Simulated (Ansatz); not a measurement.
`OC[Te][GeH3]` + `C[SiH2]O` → `C[SiH2]OCO` + `[GeH3][TeH]`  (substitution at a C–Te bond)

Gas-phase electronic energies from Ansatz, PBE0-D4/def2-TZVP geometries. CCSD(T)/CBS adds triple-zeta CCSD(T) − MP2 to the extrapolated MP2 energy (def2 sets, frozen cores). This one scheme is used for every species. DFT in def2-TZVPP. def2 core potentials past Kr. For Ge, Te outer-core shells are correlated without core-valence functions, which leaves a few kJ/mol of doubt a bond. Scalar relativity is left out up to krypton. Each species was taken in one conformer, which may not be the lowest.

`OC[Te][GeH3]`:

```xyz
10

O    -2.141   -0.706   -0.554
C    -1.512   -0.157    0.553
Te    0.314   -1.184    1.184
Ge    1.842    0.300   -0.215
H    -1.541   -0.681   -1.304
H    -1.240    0.895    0.427
H    -2.190   -0.252    1.400
H     1.497    0.183   -1.712
H     1.686    1.771    0.208
H     3.285   -0.169    0.013
```

`C[SiH2]O`:

Z-matrix (Å, degrees):
```
C
Si 1 1.863
H 1 1.093 2 111.0
H 1 1.094 2 110.2 3 119.8
H 1 1.093 2 111.5 3 -120.7
O 2 1.652 1 112.6 3 57.7
H 2 1.492 1 108.9 3 -179.5
H 2 1.483 1 110.6 3 -59.4
H 6 0.957 2 117.7 1 68.6
```

`C[SiH2]OCO`:

Cartesian coordinates in Å:
```
C -0.623 0.549 2.137
Si -0.188 -0.479 0.653
O 0.091 0.575 -0.597
C 0.811 0.218 -1.738
O 0.248 -0.863 -2.416
H -0.846 -0.093 2.993
H -1.505 1.162 1.935
H 0.200 1.212 2.410
H -1.304 -1.409 0.330
H 1.045 -1.285 0.885
H 0.858 1.112 -2.370
H 1.826 -0.101 -1.475
H -0.614 -0.597 -2.747
```

`[GeH3][TeH]`:

```xyz
6

Ge   -0.625    0.065    0.222
Te    1.304   -0.956   -1.112
H    -0.875    1.516   -0.211
H    -1.847   -0.803   -0.107
H    -0.328    0.012    1.727
H     2.370    0.167   -0.519
```

```json
{"species": "`OC[Te][GeH3]`", "ωB97M-V energy (Eh)": "-2461.81345"}
{"species": "`C[SiH2]O`", "ωB97M-V energy (Eh)": "-406.46643"}
{"species": "`C[SiH2]OCO`", "ωB97M-V energy (Eh)": "-521.00044"}
{"species": "`[GeH3][TeH]`", "ωB97M-V energy (Eh)": "-2347.27823"}
```

**Question.** Work out ΔE.

**Answer.** ΔE = (-521.00044) + (-2347.27823) − (-2461.81345) − (-406.46643) = 0.00121 Eh = +0.8 kcal/mol. CCSD(T)/CBS gives +3.7 kcal/mol.

Largest T1 diagnostic among the species: 0.011.

In def2-TZVPP, CCSD(T) changes the Hartree–Fock value by +5.4 kcal/mol (the triples alone add +1.0 kcal/mol) and MP2 by +7.7 kcal/mol. From PBE to PBE0 (25 % exact exchange), in def2-TZVPP and without D4, ΔE moves by −1.5 kcal/mol.
